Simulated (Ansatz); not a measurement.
Ansatz (a quantum-chemistry and plane-wave program) input:

Ansatz 0.2 input:
```yaml
crystal:
  periodic: [false, false, false]
  atoms:
    - {symbol: C, position_ang: [-1.65691817, -0.79636213, -0.38564540]}
    - {symbol: C, position_ang: [-0.52278099, 0.04773370, 0.19469952]}
    - {symbol: C, position_ang: [-0.46619912, 1.43026824, -0.45296424]}
    - {symbol: C, position_ang: [0.80136404, -0.68756656, 0.04906601]}
    - {symbol: O, position_ang: [1.82004174, 0.05445435, 0.71634923]}
    - {symbol: H, position_ang: [-2.61685148, -0.29235873, -0.26218020]}
    - {symbol: H, position_ang: [-1.72504826, -1.77093654, 0.10270601]}
    - {symbol: H, position_ang: [-1.50946393, -0.96629567, -1.45591552]}
    - {symbol: H, position_ang: [-0.69727634, 0.17533522, 1.26861938]}
    - {symbol: H, position_ang: [-0.31107238, 1.34253724, -1.53252840]}
    - {symbol: H, position_ang: [0.35026452, 2.02193010, -0.04104718]}
    - {symbol: H, position_ang: [-1.40035727, 1.97263530, -0.29401560]}
    - {symbol: H, position_ang: [0.71345967, -1.69213926, 0.48169695]}
    - {symbol: H, position_ang: [1.04011140, -0.80010022, -1.01781706]}
    - {symbol: H, position_ang: [2.66310579, -0.39068173, 0.58875250]}
basis:
  gaussian:
    orbitals: aug-cc-pVDZ
magnetization: {spin_polarized: true, initial_magnetization: 2}
correlation: {method: ccsd_t, electrons: outside_noble_gas}
```

**Question.** Predict the final energy.

**Answer.** -232.83800 Eh (CCSD(T)/aug-cc-pVDZ). The basis has 205 functions.

This state (charge 0, triplet) is run at the relaxed geometry of the species with charge 0 and multiplicity 1, and is a spin state other than that species' own.
